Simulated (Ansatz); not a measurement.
Relaxation of Cl2GaH5Si (9 atoms, charge 0, multiplicity 1), to a largest force component of 0.03 eV/Å in at most 50 steps.

All numbers below come from RKS PBE0/def2-SVP in Ansatz.

```xyz
9
Properties=species:S:1:pos:R:3:forces:R:3
Ga -0.026 0.457 -0.045 0.00 -0.01 0.31
H -0.017 0.543 1.511 -0.03 0.64 -0.27
Cl 1.775 0.314 -1.195 0.01 0.00 0.01
Cl -1.827 0.350 -1.198 -0.01 0.01 0.02
Si 0.131 -2.811 1.271 0.02 -0.62 0.03
H -0.688 -3.247 0.103 0.01 -0.01 0.00
H 1.551 -3.234 1.093 -0.03 0.01 0.01
H -0.431 -3.374 2.539 0.03 0.04 -0.08
H 0.077 -1.332 1.364 0.01 -0.06 -0.01
```

Question: Where does it end, and by what steps?

Answer: It converged. The force dipped under the threshold on the way, but the program's further checks kept it going. After 15 steps the energy has fallen by 0.296 eV; H2 moved furthest, 0.83 Å.

```csv
step,energy less start (eV),largest force component (eV/Å),accepted
0,0.0000,0.639,yes
1,-0.1256,0.331,yes
2,-0.1835,0.344,yes
3,-0.2250,0.198,yes
4,-0.2376,0.170,yes
5,-0.2531,0.307,yes
6,-0.2581,0.138,yes
7,-0.2635,0.038,yes
8,-0.2733,0.129,yes
9,-0.2781,0.200,yes
10,-0.2850,0.162,yes
11,-0.2901,0.185,yes
12,-0.2896,0.124,no
13,-0.2949,0.019,yes
14,-0.2955,0.013,yes
15,-0.2958,0.018,yes
```

```xyz
9
Properties=species:S:1:pos:R:3
Ga -0.044 0.356 0.146
H 0.203 1.325 1.331
Cl 1.573 -0.362 -1.092
Cl -1.999 0.040 -0.694
Si 0.173 -2.780 1.129
H -0.280 -3.072 -0.254
H 1.624 -3.039 1.325
H -0.653 -3.498 2.139
H -0.052 -1.304 1.412
```

Whether the end is a true minimum wasn't checked by a vibrational analysis.

Time of the run: 31 s on 4 threads of Arm Neoverse V2 (shared host), peak memory 0.29 GiB.
